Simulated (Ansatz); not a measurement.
## Cost against result

Saddle point of SiNH5BrF, closed shell (SiNH₄Br ([NH2][SiH2][Br]) + HF → SiNH₄F ([NH2][SiH2][F]) + HBr; bonds formed: Si1–F7, Br2–H6; bonds broken: Si1–Br2, H6–F7), PBE0-D4/def2-TZVP structure:

```json
{"atom": "Si1", "x (Å)": "-0.3623", "y (Å)": "-0.3506", "z (Å)": "-0.0763"}
{"atom": "Br2", "x (Å)": "1.4939", "y (Å)": "-1.9874", "z (Å)": "1.0400"}
{"atom": "H3", "x (Å)": "-0.2669", "y (Å)": "-1.3304", "z (Å)": "-1.1803"}
{"atom": "H4", "x (Å)": "-1.4628", "y (Å)": "-0.6845", "z (Å)": "0.8428"}
{"atom": "N5", "x (Å)": "-0.3970", "y (Å)": "1.0954", "z (Å)": "-0.9511"}
{"atom": "H6", "x (Å)": "1.1641", "y (Å)": "-0.3797", "z (Å)": "1.5286"}
{"atom": "F7", "x (Å)": "0.5653", "y (Å)": "0.5315", "z (Å)": "1.3093"}
{"atom": "H8", "x (Å)": "-0.3882", "y (Å)": "1.0867", "z (Å)": "-1.9558"}
{"atom": "H9", "x (Å)": "-0.3462", "y (Å)": "2.0190", "z (Å)": "-0.5571"}
```

Barriers are electronic and count from the start structure reached by relaxing down the imaginary mode.

Ansatz 0.2.0; basis: as named in each row; cores frozen in the correlated methods. Filled d shells of the heavier atoms are correlated. The def2 sets are not built for correlating such inner shells, so the correlated values are less sure here. B3LYP uses VWN-RPA correlation. Extrapolation: Hartree–Fock as exp(−7.88 √X), correlation as X^−2.97.

Times are rough, for one single point on 4 threads of a shared host (Arm Neoverse V1).

The estimate by CCSD(T) at an estimated basis limit (MP2 extrapolated from triple and quadruple zeta, plus CCSD(T) − MP2 in triple zeta) is 1.235 eV.

```csv
method,basis,time (s),barrier (eV),method less estimate
HF,STO-3G,under 1,1.706,0.471
PBE-D4,STO-3G,under 1,-0.265,-1.500
SPW92,def2-SVP,under 1,0.506,-0.729
PBE-D4,def2-SVP,under 1,0.809,-0.427
B3LYP-D4,6-31G,under 1,0.869,-0.366
PBE0-D4,def2-SVP,1,1.008,-0.227
SPW92,def2-TZVPP,1,0.675,-0.561
PBE-D4,def2-TZVPP,2,0.966,-0.269
BLYP-D4,def2-TZVPP,2,1.041,-0.194
B3LYP-D4,def2-TZVPP,3,1.147,-0.088
BHLYP-D4,def2-TZVPP,3,1.305,0.069
PBE0-D4,def2-TZVPP,3,1.119,-0.117
CAM-B3LYP-D4,def2-TZVPP,3,1.136,-0.100
r2SCAN-D4,def2-TZVPP,4,1.012,-0.223
RPA on PBE,def2-TZVPP,5,1.199,-0.036
r2SCAN0-D4,def2-TZVPP,5,1.130,-0.105
wB97M-V,def2-SVP,5,0.986,-0.249
B2PLYP,def2-TZVPP,5,1.179,-0.056
CCSD(T),def2-SVP,6,1.296,0.061
PBE-QIDH,def2-TZVPP,6,1.206,-0.029
wB97X-V,def2-TZVPP,7,1.181,-0.054
B97M-V,def2-TZVPP,8,1.170,-0.066
wB97M-V,def2-TZVPP,8,1.123,-0.112
MP2,def2-QZVPP,19,1.198,-0.038
CCSD(T),def2-TZVPP,140,1.244,0.009
```

All methods are single points on the PBE0-D4 structures; a negative value means that the method puts the saddle structure below the start.

T1 diagnostic: at most 0.010.

Labels in which every atom is bracketed show which atoms are joined, not bond orders.
